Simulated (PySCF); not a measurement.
The vertical singlet excitations below were computed for one of the candidates. Theory: PySCF 2.14.0, density-fitted response routines, TDDFT CAM-B3LYP/def2-SVPD, vertical, gas phase, core orbitals frozen in the response. Geometries: GFN2-xTB, one conformer each.

```json
{"state": "S1", "E (eV)": "6.36", "f": "0.0049"}
{"state": "S2", "E (eV)": "6.71", "f": "0.105"}
{"state": "S3", "E (eV)": "7.36", "f": "0.0001"}
{"state": "S4", "E (eV)": "7.45", "f": "0.050"}
{"state": "S5", "E (eV)": "7.54", "f": "0.0065"}
{"state": "S6", "E (eV)": "7.88", "f": "0.622"}
{"state": "S7", "E (eV)": "7.99", "f": "0.0043"}
{"state": "S8", "E (eV)": "8.00", "f": "0.0016"}
```

Orbital energies (eV): HOMO-3 -10.38, HOMO-2 -10.19, HOMO-1 -9.94, HOMO -8.93, LUMO 0.72, LUMO+1 1.27, LUMO+2 1.77.

Task: Which structure fits? All have the formula C6H8N2O.
A. `Cc1n[nH]c(C=O)c1C`
B. `COC1=NN=CC(C)=C1`
C. `Cc1nc(C2CC2)no1`
D. `COC1=NC=CN=C1C`

Result: C. Its S1, at 6.36 eV, is the highest among the candidates; the nearest of the others has S1 at 4.62 eV. S1 is HOMO-1→LUMO (96%). Löwdin shares by element: HOMO nitrogen 31% or more, carbon 26% or more, oxygen 10% (atoms not listed hold the other 33%); LUMO nitrogen 29%, carbon 26% or more, oxygen 17% (atoms not listed hold the other 28%). At the same level the other candidates give, for their lowest levels:
- `Cc1n[nH]c(C=O)c1C`: 3.98 eV (f 0.000); 4.97 eV (f 0.084); 5.21 eV (f 0.294); 5.74 eV (f 0.003); 6.98 eV (f 0.000); T1 3.36 eV; HOMO -8.69, LUMO -0.86 eV
- `COc1cc(C)cnn1`: 3.88 eV (f 0.004); 4.74 eV (f 0.000); 5.30 eV (f 0.047); 6.16 eV (f 0.052); 6.56 eV (f 0.001); T1 3.12 eV; HOMO -8.00, LUMO -0.09 eV
- `COc1nccnc1C`: 4.62 eV (f 0.004); 5.03 eV (f 0.155); 5.51 eV (f 0.000); 6.06 eV (f 0.000); 6.12 eV (f 0.204); T1 3.71 eV; HOMO -8.14, LUMO -0.02 eV

The values belong to the conformer `[CH3:1][c:2]1[n:3][c:4]([CH:5]2[CH2:6][CH2:7]2)[n:8][o:9]1`: N3–C4–C5–C6 -35°.
Triplets come from the Tamm–Dancoff approximation.
